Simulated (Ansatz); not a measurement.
## A substitution series on Sn: NH2 to Cl

On one Sn centre, n of the NH2 ligands are replaced by Cl. The atomisation energy (no zero-point term) y in kJ/mol at CCSD(T)/def2-TZVPP. Shapes, held fixed at every level: PBE0-D4/def2-TZVP. Flexible molecules stand in one conformer, not always the lowest. Programs: Ansatz 0.2.0.

| molecule | n | y (kJ/mol) |
| --- | --- | --- |
| Sn(NH2)4 | 0 | 4037 |
| Sn(NH2)2Cl2 | 2 | 2670 |
| Sn(NH2)Cl3 | 3 | ? |
| SnCl4 | 4 | 1261 |

**Question.** Fit y = c + s·n to the known rows and predict Sn(NH2)Cl3.

**Answer.** 
1. Means of the 3 rows: n = 2.00000, y = 2656.0.
2. Σ(Δn)² = 8, Σ(Δn·Δy) = -5552, so the slope is -5552/8 = -694.
3. Intercept: 2656.0 − (-694) × 2.00000 = 4044.0. The largest residual of the fit is 14.
4. Sn(NH2)Cl3: 4044.0 + (-694) × 3 = 1962 kJ/mol.

The run gave 1967 kJ/mol, so the prediction is off by -5 kJ/mol, within the scatter of the fit. The steps per swap are -684, -703, -706 kJ/mol. The slope is the difference between a Sn–Cl and a Sn–NH2 bond with the ligands’ own bonds. Other levels give for Sn(NH2)Cl3: SPW92/def2-TZVPP 2382; BHLYP-D4/def2-TZVPP 1948; MP2/def2-SVP 1876 kJ/mol. Spin-orbit coupling of the free atoms (NH2 0, Cl 4 kJ/mol each; the atoms kept shift only the intercept) is left out. For atoms past krypton def2 sets carry core potentials with scalar relativity. Correlated rows may include outer-core shells of Sn, which these sets cover unevenly.
